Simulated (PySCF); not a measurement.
Species: CdMe2, C₂H₆Cd (singlet state).
Bonds: Cd1–C2, Cd1–C6. Hydrogens: H3, H4, H5 on C2; H7, H8, H9 on C6.

A GFN2-xTB structure was refined with PBE0-D3(BJ)/def2-SVP geometry optimisation, gas phase, def2 core potentials past Kr in PySCF 2.14.0. Its GFN2-xTB values:

```csv
coordinate,GFN2-xTB
Cd1–C2,2.196 Å
Cd1–C6,2.236 Å
C2–H3,1.107 Å
Cd1–C2–H3,112.1°
C2–Cd1–C6,174.1°
H3–C2–H4,110.1°
```

Q: How do these coordinates change at the PBE0-D3(BJ)/def2-SVP level?

A: 
```json
{"coordinate": "Cd1–C6", "PBE0-D3(BJ)/def2-SVP (Å or °)": "2.115", "change": "-0.121"}
{"coordinate": "Cd1–C2", "PBE0-D3(BJ)/def2-SVP (Å or °)": "2.115", "change": "-0.081"}
{"coordinate": "C2–H3", "PBE0-D3(BJ)/def2-SVP (Å or °)": "1.101", "change": "-0.006"}
{"coordinate": "C2–Cd1–C6", "PBE0-D3(BJ)/def2-SVP (Å or °)": "179.5", "change": "+5.4"}
{"coordinate": "H3–C2–H4", "PBE0-D3(BJ)/def2-SVP (Å or °)": "107.9", "change": "-2.2"}
{"coordinate": "Cd1–C2–H3", "PBE0-D3(BJ)/def2-SVP (Å or °)": "110.7", "change": "-1.4"}
```

The energy falls by 32.8 kJ/mol over 5 energy and gradient evaluations, the largest force component goes from 0.0489 to 2.4e-04 Eh/bohr, and the atoms move by 0.089 Å rms after alignment. The bond that changes most is Cd1–C6 (ends: cadmium bonded to 2 C; carbon bonded to Cd and 3 H), which shortens by 0.121 Å. Bonds longer at the end by more than 0.005 Å: 3 of 8; shorter: 5. Rotational constants go from 73857, 3137, 3127 to 79049, 3400, 3400 MHz.

The run used 89 basis functions and 33 SCF cycles in all. Hardware: an Intel Xeon 6975P-C with 4 threads, shared host with 192 logical CPUs at a one-minute load of 109. Cost: 7.4 s wall, 47 s CPU, 0.40 GiB resident at most.

No frequency check.
